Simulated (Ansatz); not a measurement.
Saddle point of Si$_{2}$NH$_{9}$O, singlet (Si₂NH₇O ([NH2][SiH2][O][SiH3]) + H₂ → Si₂H₆O ([SiH3][O][SiH3]) + NH₃; bonds formed: Si1–H8, N2–H7; bonds broken: Si1–N2, H7–H8), PBE0-D4/def2-TZVP structure:

| atom | x (Å) | y (Å) | z (Å) |
| --- | --- | --- | --- |
| Si1 | -0.3025 | -0.3008 | 1.0534 |
| N2 | 1.2463 | -1.2646 | 0.6485 |
| O3 | -1.2712 | 0.0102 | -0.2301 |
| Si4 | -0.9986 | 1.0826 | -1.4629 |
| H5 | -0.0373 | 0.6431 | 2.1624 |
| H6 | -1.0871 | -1.3975 | 1.7057 |
| H7 | 1.5140 | -0.1763 | 0.2754 |
| H8 | 0.9538 | 0.8640 | 0.1453 |
| H9 | 1.7444 | -1.7090 | 1.4122 |
| H10 | 1.1387 | -1.9151 | -0.1222 |
| H11 | -0.7655 | 2.4675 | -0.9886 |
| H12 | 0.1176 | 0.6389 | -2.3374 |
| H13 | -2.2527 | 1.0567 | -2.2616 |

Energies are electronic, without zero-point energy. Barriers and step energies count from the start structure reached by relaxing down the imaginary mode; all methods use the PBE0-D4 structures, on which another method's saddle can fall below an end. Computed with Ansatz 0.2.0 (basis: def2-TZVPP, with def2-QZVPP for the basis limit); correlated methods freeze the cores. B3LYP uses VWN-RPA correlation. Extrapolation: Hartree–Fock as exp(−7.88 √X), correlation as X^−2.97.

| method | barrier (eV) | step energy (eV) |
| --- | --- | --- |
| SPW92 | 1.452 | 0.170 |
| PBE-D4 | ? | 0.250 |
| BLYP-D4 | ? | 0.333 |
| r2SCAN-D4 | 2.007 | 0.321 |
| B97M-V | 2.024 | 0.282 |
| PBE0-D4 | 1.962 | 0.259 |
| B3LYP-D4 | 2.184 | 0.331 |
| r2SCAN0-D4 | ? | 0.314 |
| BHLYP-D4 | 2.358 | 0.334 |
| CAM-B3LYP-D4 | 2.228 | 0.332 |
| wB97X-V | 2.197 | 0.302 |
| wB97M-V | 2.152 | 0.298 |
| B2PLYP | 2.277 | 0.318 |
| PBE-QIDH | 2.129 | 0.282 |
| RPA on PBE | 2.253 | 0.276 |
| HF | 2.849 | 0.355 |
| MP2 | 2.261 | 0.356 |
| CCSD | 2.333 | 0.297 |
| CCSD(T) | 2.243 | 0.299 |

Problem. Fill in the withheld barriers. (Judge from chemistry; the value comes from the calculation.)

Solution. Computed: PBE-D4 1.824; r2SCAN0-D4 2.089; BLYP-D4 2.087 eV. Each is the energy of the saddle less that of the start structure, by the same method.

For comparison, the barrier by CCSD(T) at an estimated basis limit (MP2 extrapolated from triple and quadruple zeta, plus CCSD(T) − MP2 in triple zeta) is 2.266 eV.

The T1 diagnostic stays at or below 0.012.

Labels in which every atom is bracketed show which atoms are joined, not bond orders.

For scale, one of the runs: CCSD(T)/def2-TZVPP, 272 basis functions, launched by `ansatz run in.yaml --threads 8 --pin off --events-out ev --progress --plain --max-ram 19148MiB`. The run took 64 s on 8 CPU threads of an Intel Xeon Platinum 8375C (shared host), with 6.9 GiB of host memory at its peak.
